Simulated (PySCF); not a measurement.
W(NH)(F)3(Cl) (ClF3HNW), SMILES [F][W](=[NH])([F])([Cl])[F], multiplicity 1. Atoms are numbered in the order given.

```xyz
7

W     -0.1762     0.0379     0.0000
N     -0.4528     1.7293     0.0000
H     -0.6171     2.7314     0.0000
F     -0.1428    -0.4138    -1.8195
F     -1.8639    -0.7875     0.0000
F     -0.1428    -0.4138     1.8195
Cl     2.1275    -0.1828     0.0000
```
Charge 0, spin multiplicity 1.

Geometry optimised at B3LYP-D3(BJ)/def2-SVP. The spin state was assumed, not searched. The structure was generated by enumeration; whether it is a known compound was not checked. The def2 effective core potentials stand for the cores of W; spin–orbit coupling is left out.

Method: PySCF with B3LYP/def2-TZVP.

ESP charges are fitted to the potential on shells at 1.4 to 2.0 van der Waals radii. Atomic charges (e):

```json
[
 {"atom": "W1", "Mulliken": "1.58", "Löwdin": "___", "ESP fit": "1.44"},
 {"atom": "N2", "Mulliken": "-0.50", "Löwdin": "___", "ESP fit": "-0.77"},
 {"atom": "H3", "Mulliken": "0.28", "Löwdin": "0.17", "ESP fit": "0.48"},
 {"atom": "F4", "Mulliken": "-0.36", "Löwdin": "___", "ESP fit": "-0.33"},
 {"atom": "F5", "Mulliken": "-0.36", "Löwdin": "___", "ESP fit": "-0.28"},
 {"atom": "F6", "Mulliken": "-0.36", "Löwdin": "___", "ESP fit": "-0.33"},
 {"atom": "Cl7", "Mulliken": "-0.28", "Löwdin": "0.07", "ESP fit": "-0.21"}
]
```

### Question
Some entries are withheld; supply them. (An estimate is asked for; the answer gives what the named calculation found.)

### Answer

- W1, Löwdin: 0.68
- N2, Löwdin: -0.27
- F4, Löwdin: -0.22
- F5, Löwdin: -0.22
- F6, Löwdin: -0.22
